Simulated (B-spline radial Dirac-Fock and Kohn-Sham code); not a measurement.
# Elastic and transport cross sections of tin for positrons

The computed values come from an atomic code on a B-spline grid: relativistic (Dirac) partial waves in the static field of the Dirac-Fock atom, without polarisation or absorption potentials. Below a few hundred eV the neglected polarisation potential matters, most of all at small angles. σ_tr1 and σ_tr2 weight the cross section with 1 − P₁ and 1 − P₂ of cos θ; "backward" is the share scattered beyond 90°.

```
energy (eV)  σ (a₀²)  σ_tr1 (a₀²)  σ_tr2 (a₀²)  σ/σ_tr1  backward (%)
        235     16.0         2.42         4.25     6.62           4.1
        317     14.1         1.93         3.42     7.33           3.6
        395     12.9         1.63         2.91     7.93           3.3
        423     12.5         1.54         2.77     8.13           3.2
        599     10.8         1.16         2.12     9.31           2.7
       1540     6.99        0.473        0.939     14.8           1.4
       1850     6.40        0.390        0.784     16.4           1.2
       2190     5.88        0.325        0.661     18.1           1.1
       4420     4.06        0.147        0.310     27.7          0.63
       6350        ?            ?            ?        ?             ?
      33400     1.13      0.00954       0.0229      119         0.088
      36300     1.07      0.00840       0.0203      127         0.080
      53000    0.823      0.00468       0.0115      176         0.052
      66900    0.701      0.00324      0.00809      217         0.039
     115000    0.490      0.00136      0.00349      361         0.019
     126000    0.463      0.00117      0.00303      394         0.017
```

Task: Fill in the row for 6.35 keV.

Result: σ = 3.31 a₀², σ_tr1 = 0.0948 a₀², σ_tr2 = 0.205 a₀², σ/σ_tr1 = 34.9, backward 0.46 %. The ratio σ/σ_tr1 is roughly the number of elastic collisions that randomise the direction.
